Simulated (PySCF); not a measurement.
**Ca²⁺ (calcium, charge +2): Hartree-Fock from Schrödinger to Dirac-Coulomb-Breit**

Occupied: 1s1/2, 2s1/2, 2p1/2, 2p3/2, 3s1/2, 3p1/2, 3p3/2. Hartree-Fock calculated with PySCF 2.14 in an even-tempered Gaussian basis (20 s from 0.02 bohr⁻², ratio 2.7; 15 p from 0.024 bohr⁻², ratio 2.7), Gaussian nucleus throughout. NR is non-relativistic, sf-X2C the spin-free one-electron X2C Hamiltonian, X2C adds the bare one-electron spin-orbit term, X2C-SNSO screens it by Boettger's factors, DC is four-component Dirac-Coulomb, and the Gaunt and Breit terms are added at first order (total energies over the DC spinors, levels after relaxing the spinors in that mean field). QED terms are absent. Levels marked empty are virtual spinors of this ion; the basis has s and p functions only, so 3d, which can lie below the n = 4 levels, is absent.

| level (eV) | NR | sf-X2C | X2C | X2C-SNSO |
| --- | --- | --- | --- | --- |
| 1s1/2 | -4079.4 | -4099.9 | -4099.9 | -4099.9 |
| 2s1/2 | -472.67 | -476.55 | -476.55 | -476.55 |
| 2p1/2 | -385.85 | -386.11 | -388.98 | -388.69 |
| 2p3/2 | -385.85 | -386.11 | -384.70 | -384.84 |
| 3s1/2 | -75.602 | -76.100 | -76.099 | -76.100 |
| 3p1/2 | -51.081 | -51.083 | -51.404 | -51.372 |
| 3p3/2 | -51.081 | -51.083 | -50.924 | -50.940 |
| 4s1/2 (empty) | -11.291 | -11.333 | -11.333 | -11.333 |
| 4p1/2 (empty) | -8.413 | -8.416 | -8.435 | -8.433 |
| 4p3/2 (empty) | -8.413 | -8.416 | -8.407 | -8.408 |

Q: Where do the four-component calculations put these levels?

A: 1s1/2: DC -4101.3, DC+Gaunt -4098.0, DC+Breit -4098.1; 2s1/2: DC -476.66, DC+Gaunt -476.49, DC+Breit -476.49; 2p1/2: DC -388.69, DC+Gaunt -388.35, DC+Breit -388.39; 2p3/2: DC -384.90, DC+Gaunt -384.69, DC+Breit -384.72; 3s1/2: DC -76.111, DC+Gaunt -76.099, DC+Breit -76.098; 3p1/2: DC -51.367, DC+Gaunt -51.342, DC+Breit -51.344; 3p3/2: DC -50.945, DC+Gaunt -50.934, DC+Breit -50.937; 4s1/2 (empty): DC -11.334, DC+Gaunt -11.333, DC+Breit -11.333; 4p1/2 (empty): DC -8.433, DC+Gaunt -8.431, DC+Breit -8.431; 4p3/2 (empty): DC -8.408, DC+Gaunt -8.407, DC+Breit -8.408 (eV).

```
Hamiltonian  E (hartree)  E − E(DC) (hartree)  CPU seconds
         NR    -676.1404               2.9505         0.53
     sf-X2C    -679.0156               0.0754          0.3
        X2C    -679.0200               0.0709         0.46
   X2C-SNSO    -679.0191               0.0718         0.46
         DC    -679.0909               0.0000           12
   DC+Gaunt    -678.8831               0.2078           23
   DC+Breit    -678.8999               0.1910           77
```

Weight of the small component: 1s1/2 0.00511, 2s1/2 0.000871, 2p1/2 0.000838, 2p3/2 0.000831, 3s1/2 0.000159, 3p1/2 0.000133, 3p3/2 0.000132, 4s1/2 1.76e-05, 4p1/2 1.20e-05, 4p3/2 1.19e-05.

Koopmans' value for the highest occupied level at DC+Breit: 50.937 eV, against an ionisation energy of 50.913 eV (measured; NIST Atomic Spectra Database, ionization energies); the former lacks relaxation, correlation, QED and recoil.

Measured binding energies of an electron added to this ion (NIST): 4s1/2 11.872 eV, 4p1/2 8.748 eV, 4p3/2 8.721 eV; the virtual levels lack core polarisation.

The whole ladder took 120 s of wall time on 1 thread of Neoverse-V1 (shared host), launched as `OMP_NUM_THREADS=1 python relrun2.py TASK.json OUT` (a driver that calls PySCF for each Hamiltonian).
